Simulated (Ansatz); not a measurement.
This Ansatz (a program for electronic structure) input (PBE0/def2-QZVPPD) gives -189.62680 Eh with 261 basis functions. A basis named .json is the Basis Set Exchange file of that set (core-valence sets with the plain set on hydrogen).

Ansatz 0.2 input:
```yaml
crystal:
  periodic: [false, false, false]
  atoms:
    - {symbol: O, position_ang: [0.19083035, 0.34662036, 0.21138563]}
    - {symbol: H, position_ang: [-0.15037782, -0.34129387, -0.37233028]}
    - {symbol: H, position_ang: [0.22076669, -0.05340030, 1.08601669]}
    - {symbol: O, position_ang: [-1.51010469, -2.64832329, -2.53859446]}
    - {symbol: C, position_ang: [-1.05886825, -1.94478722, -1.78848884]}
basis:
  gaussian:
    orbitals: def2-QZVPPD.json
hamiltonian:
  xc: {name: PBE0}
magnetization: {spin_polarized: false}
```

Change:
```diff
- orbitals: def2-QZVPPD.json
+ orbitals: 6-311+G__.json
```

What does the run give now?

-189.59211 Eh (PBE0/6-311+G**, 78 functions), a change of +34.69 mEh.
